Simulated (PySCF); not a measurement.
`InChI=1S/C5H12OSi2/c1-3-6-5(2)8-4-7/h3H,1-2,4,8H2,7H3`

Molfile (atoms numbered from 1):
```
C5H12OSi2
     RDKit          3D

 20 19  0  0  0  0  0  0  0  0999 V2000
   -2.5410    1.6704    1.4332 C   0  0  0  0  0  0  0  0  0  0  0  0
   -2.0298    0.8330    0.5452 C   0  0  0  0  0  0  0  0  0  0  0  0
   -0.9825    0.0243    0.8459 O   0  0  0  0  0  0  0  0  0  0  0  0
   -0.6776   -1.0485    0.0469 C   0  0  0  0  0  0  0  0  0  0  0  0
   -1.5242   -1.6379   -0.7891 C   0  0  0  0  0  0  0  0  0  0  0  0
    1.1156   -1.5686    0.3706 Si  0  0  0  0  0  4  0  0  0  0  0  0
    2.1779    0.0047    0.3824 C   0  0  0  0  0  0  0  0  0  0  0  0
    2.0875    1.0689   -1.1899 Si  0  0  0  0  0  4  0  0  0  0  0  0
   -2.1746    1.7020    2.4434 H   0  0  0  0  0  0  0  0  0  0  0  0
   -3.3311    2.3447    1.1640 H   0  0  0  0  0  0  0  0  0  0  0  0
   -2.3875    0.7862   -0.4777 H   0  0  0  0  0  0  0  0  0  0  0  0
   -1.1908   -2.4764   -1.3709 H   0  0  0  0  0  0  0  0  0  0  0  0
   -2.5522   -1.3396   -0.9217 H   0  0  0  0  0  0  0  0  0  0  0  0
    1.1806   -2.2444    1.6745 H   0  0  0  0  0  0  0  0  0  0  0  0
    1.5229   -2.5024   -0.6855 H   0  0  0  0  0  0  0  0  0  0  0  0
    1.8730    0.6172    1.2315 H   0  0  0  0  0  0  0  0  0  0  0  0
    3.2158   -0.2732    0.5651 H   0  0  0  0  0  0  0  0  0  0  0  0
    0.7045    1.4638   -1.4678 H   0  0  0  0  0  0  0  0  0  0  0  0
    2.8959    2.2792   -1.0048 H   0  0  0  0  0  0  0  0  0  0  0  0
    2.6124    0.3071   -2.3266 H   0  0  0  0  0  0  0  0  0  0  0  0
  1  2  2  0
  2  3  1  0
  3  4  1  0
  4  5  2  0
  4  6  1  0
  6  7  1  0
  7  8  1  0
  1  9  1  0
  1 10  1  0
  2 11  1  0
  5 12  1  0
  5 13  1  0
  6 14  1  0
  6 15  1  0
  7 16  1  0
  7 17  1  0
  8 18  1  0
  8 19  1  0
  8 20  1  0
M  END
```

Computed, not measured: GIAO KT3/pcSseg-1 magnetisability, rotational g tensor and spin-rotation constants, non-relativistic, gas phase (PySCF). Geometry: GFN2-xTB.

Give the nuclear spin-rotation constants along the inertial axes (H = +C I·J) beside the isotropic shieldings.

Rotational constants 1.6766, 0.8909, 0.7138 GHz. A star marks the isotopologue with that one atom substituted, in its own axes.
```
atom  isotope  Caa (kHz)  Cbb (kHz)  Ccc (kHz)  mean (kHz)  σ (ppm)
  H9       1H     -0.180     -0.097      0.058      -0.073     27.1
 H10       1H     -0.040     -0.042     -0.051      -0.044     27.4
 H11       1H     -0.166     -0.089      0.068      -0.062     25.1
 H12       1H     -0.103     -0.006     -0.050      -0.053     27.1
 H13       1H      0.066     -0.084     -0.057      -0.025     26.8
 H14       1H     -0.142     -0.051      0.011      -0.061     27.1
 H15       1H     -0.081     -0.040     -0.032      -0.051     27.6
 H16       1H     -0.145     -0.068     -0.039      -0.084     31.4
 H17       1H     -0.043     -0.097     -0.067      -0.069     32.0
 H18       1H      0.016     -0.075     -0.049      -0.036     28.1
 H19       1H     -0.111      0.006     -0.057      -0.054     27.8
 H20       1H     -0.068     -0.057     -0.028      -0.051     28.0
  C1     13C*      0.396      0.182      0.224       0.267     96.2
  C2     13C*      0.502      0.246      0.305       0.351     41.6
  O3     17O*     -0.398     -0.168     -0.178      -0.248    122.9
  C4     13C*      0.702      0.317      0.210       0.410     28.3
  C5     13C*      0.505      0.246      0.150       0.300     89.6
 Si6    29Si*     -0.915     -0.491     -0.422      -0.610    409.4
  C7     13C*      0.143      0.098      0.075       0.106    196.8
 Si8    29Si*     -0.923     -0.472     -0.360      -0.585    436.8
```
For the geometry as given, no vibrational averaging.

How do the rotational constants and the g tensor change when H9, H10, H11, H12, H13, H14, H15, H16, H17, H18, H19, H20 are replaced by deuterium?

Constants 1.4047, 0.7714, 0.6248 GHz; g -0.0184, -0.0084, -0.0088, against -0.0217, -0.0097, -0.0101 before.
